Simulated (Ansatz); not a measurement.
`CO[SiH](N)O[SiH3]` + H₂O → `CO[SiH](N)O` + silanol  (formal hydrolysis of the Si–O bond)

Isolated molecules relaxed with PBE0-D4/def2-TZVP in Ansatz; ΔE leaves out vibrations. CCSD(T)/CBS is the MP2 limit (def2-TZVPP, def2-QZVPP) plus CCSD(T) − MP2 in def2-TZVPP, frozen cores. This one scheme is used for every species. Functionals use def2-TZVPP. B3LYP here is the variant with VWN-RPA as its local correlation; programs differ in this. One conformer a species, not always the lowest.

`CO[SiH](N)O[SiH3]`:

```xyz
15

C     1.206   -1.776    0.104
O     1.086   -0.617    0.901
Si   -0.260    0.299    1.000
N    -1.627   -0.652    1.353
O    -0.634    1.029   -0.413
Si    0.012    1.866   -1.659
H     2.025   -2.381    0.498
H     1.438   -1.511   -0.933
H     0.288   -2.370    0.118
H     0.103    1.319    2.007
H    -1.724   -1.143    2.225
H    -2.517   -0.431    0.940
H    -1.098    2.351   -2.515
H     0.905    0.989   -2.462
H     0.796    3.028   -1.164
```

H₂O:

```xyz
3

O     0.248    0.075   -0.290
H    -0.652    0.393   -0.196
H     0.404   -0.468    0.486
```

`CO[SiH](N)O`:

Z-matrix (Å, degrees):
```
C
O 1 1.409
H 1 1.096 2 111.5
H 1 1.094 2 111.3 3 121.4
H 1 1.092 2 108.2 3 -119.0
Si 2 1.633 1 124.0 3 -61.2
O 6 1.643 2 104.9 1 -50.7
N 6 1.701 2 112.4 1 -171.5
H 6 1.486 2 110.4 1 69.5
H 7 0.958 6 116.5 2 -174.4
H 8 1.008 6 120.7 2 55.7
H 8 1.007 6 119.3 2 -88.7
```

`O[SiH3]`:

```xyz
6

O    -0.272    0.099    1.249
Si   -0.085    0.009   -0.386
H     0.496   -0.067    1.796
H     0.913    0.997   -0.880
H    -1.415    0.306   -0.964
H     0.362   -1.345   -0.815
```

Is it downhill or uphill in electronic energy at CCSD(T)/CBS, and by how much? (Estimate.)

The calculation gave: Uphill: ΔE = +5.9 kcal/mol.

What do these levels give: PBE-D4, r2SCAN-D4, PBE0-D4, B3LYP-D4, ωB97X-V, B3LYP, CCSD/def2-TZVPP, CCSD(T)/def2-TZVPP, HF/def2-QZVPP, MP2/def2-QZVPP, SCS-MP2/def2-QZVPP, MP2/CBS(def2)? (Estimate.)

Computed: PBE-D4 4.4, r2SCAN-D4 4.5, PBE0-D4 5.1, B3LYP-D4 5.8, ωB97X-V 4.8, B3LYP 3.5, CCSD/def2-TZVPP 5.3, CCSD(T)/def2-TZVPP 5.3, HF/def2-QZVPP 5.1, MP2/def2-QZVPP 5.7, SCS-MP2/def2-QZVPP 5.6, MP2/CBS(def2) 5.9 kcal/mol.

Largest T1 diagnostic among the species: 0.011.

The D4 term adds +2.3 kcal/mol with B3LYP and +1.4 kcal/mol with PBE0; it sums over pairs of atoms, weighted by their polarisabilities, and B3LYP, whose exchange is more repulsive, gets the larger term. From PBE to PBE0 (25 % exact exchange), in def2-TZVPP and without D4, ΔE moves by +0.8 kcal/mol.
